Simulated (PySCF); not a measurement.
Numbering as in the mapped SMILES `[CH3:1][C:2](=[O:3])[NH:4][C:5]([CH3:6])([CH3:7])[CH3:8]`. Each H is labelled by its parent atom.

- PBE0-D3(BJ)/def2-SVP structure
- shieldings: GIAO PBE0/pcSseg-1
- run in PySCF
- isolated molecule, non-relativistic Hamiltonian, single conformer, fast rotation and ring inversion assumed for equivalent nuclei

δ = σ(ref) − σ, references computed at the same level: TMS for 13C (184.41 ppm), 1H (31.27 ppm); H2O for 17O (334.56 ppm); 15N (265.67 ppm) against NH3.

```json
{"atoms": "C1", "nucleus": "13C", "count": "1", "Hirshfeld charge": "-0.12", "δ (ppm)": "24.8"}
{"atoms": "C5", "nucleus": "13C", "count": "1", "Hirshfeld charge": "0.08", "δ (ppm)": "?"}
{"atoms": "H(C1)", "nucleus": "1H", "count": "3", "Hirshfeld charge": "0.05", "δ (ppm)": "?"}
{"atoms": "N4", "nucleus": "15N", "count": "1", "Hirshfeld charge": "-0.10", "δ (ppm)": "151.4"}
{"atoms": "C6/C7/C8", "nucleus": "13C", "count": "3", "Hirshfeld charge": "-0.12", "δ (ppm)": "?"}
{"atoms": "C2", "nucleus": "13C", "count": "1", "Hirshfeld charge": "0.18", "δ (ppm)": "169.6"}
{"atoms": "H(N4)", "nucleus": "1H", "count": "1", "Hirshfeld charge": "0.12", "δ (ppm)": "4.19"}
{"atoms": "H(C6)/H(C7)/H(C8)", "nucleus": "1H", "count": "9", "Hirshfeld charge": "0.04", "δ (ppm)": "1.32"}
{"atoms": "O3", "nucleus": "17O", "count": "1", "Hirshfeld charge": "-0.27", "δ (ppm)": "446.2"}
```

Problem. Estimate the values marked ?.

Solution. 
- C5: 50.0 ppm, fully substituted sp3 carbon bonded to N; pulled downfield by the heteroatom
- C6/C7/C8: 29.2 ppm, methyl carbon; aliphatic region, no heteroatom directly attached
- H(C1): 1.81 ppm, hydrogen on a methyl carbon α to a carbonyl; α to C=O

The OH or NH signal is concentration- and solvent-dependent in practice; the value given is the gas-phase one. Shifts are as computed. Against solution values, carbons near 30 ppm lie about +2 ppm off and those near 130 ppm about +4 ppm. Of 246 compounds with measured shifts, 49 miss one by over three times the rms of a fit or turn the order of signals round; such compounds aren't used in these exercises. Hydrogen bonding in solution shields acid and N–H amide carbonyl oxygens by tens of ppm. Hydrogen bonding in solution deshields acid and N–H amide carbonyl carbons by as much as 10 ppm beyond these values. Unscaled 17O shifts of doubly bonded oxygen tend to come out too high, by tens of ppm or more. Experimental scales use liquid or dissolved standards, which lie at an offset from isolated NH3 (liquid NH3: subtract about 20 ppm) and H2O (liquid H2O: subtract about 36 ppm). Unscaled 15N shifts of sp2 nitrogen come out 20 to 40 ppm too high even then.
